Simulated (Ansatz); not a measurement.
Stepwise reaction of `[NH2][Mo]([NH2])(=[S])=[S]` with hydrogen chloride, as a gas-phase model of exchange steps in deposition or etching. ΔE in kJ/mol; ΔG adds harmonic PBE0-D4 terms to CCSD(T)/CBS, at 1 bar.

Calculated with Ansatz (gas phase, PBE0-D4/def2-TZVP geometries, no zero-point term in ΔE). CCSD(T)/CBS adds triple-zeta CCSD(T) − MP2 to the extrapolated MP2 energy (def2 sets, frozen cores). This one scheme is used for every species. DFT in def2-TZVPP. B3LYP here is the variant with VWN-RPA as its local correlation; programs differ in this. Elements past krypton have def2 core potentials. For Mo outer-core shells are correlated without core-valence functions, which leaves a few kJ/mol of doubt a bond. Each species was taken in one conformer, which may not be the lowest.

```json
{"step": "1", "reaction": "`[NH2][Mo]([NH2])(=[S])=[S]` + HCl → `[NH2][Mo](=[S])(=[S])[Cl]` + NH₃", "PBE-D4": "-71.2", "B3LYP-D4": "-71.0", "ωB97M-V": "-68.9", "CCSD(T)/CBS": "-75.1", "ΔG(500 K)": "-66.5"}
{"step": "2", "reaction": "`[NH2][Mo](=[S])(=[S])[Cl]` + HCl → `[S]=[Mo](=[S])([Cl])[Cl]` + NH₃", "PBE-D4": "-45.8", "B3LYP-D4": "-45.1", "ωB97M-V": "-41.3", "CCSD(T)/CBS": "-46.8", "ΔG(500 K)": "-38.4"}
```

Question: By hand: ΔE of the 2 steps together at CCSD(T)/CBS.

Answer: (-75.1) + (-46.8) = -121.9 kJ/mol, or -60.9 kJ/mol a step.

In ΔE each step is higher than the one before. All are downhill at CCSD(T)/CBS. ΔG lies between -66.5 and -38.4 kJ/mol a step. PBE-D4 differs from CCSD(T)/CBS by 1.0 to 3.9 kJ/mol a step. Isolated molecules leave out the surface, adducts and barriers. Largest T1 diagnostic: 0.025.
